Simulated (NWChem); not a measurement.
Isomers of CH2F2O2Si, each optimised at PBE0/def2-SVP with NWChem, gas phase unless a solvent is named. Flexible species stand in one conformer each, which need not be the lowest.  Relative energies count from the lowest isomer at each level and are electronic, without zero-point energy, on those geometries.

A: O=C[Si](O)(F)F
B: F[Si]1(F)OCO1
C: O=CO[SiH](F)F

Question: Rank them by relative energy, M06-2X/def2-TZVP (kcal/mol), lowest first.

Answer: B (0.0), C (9.4), A (19.5)
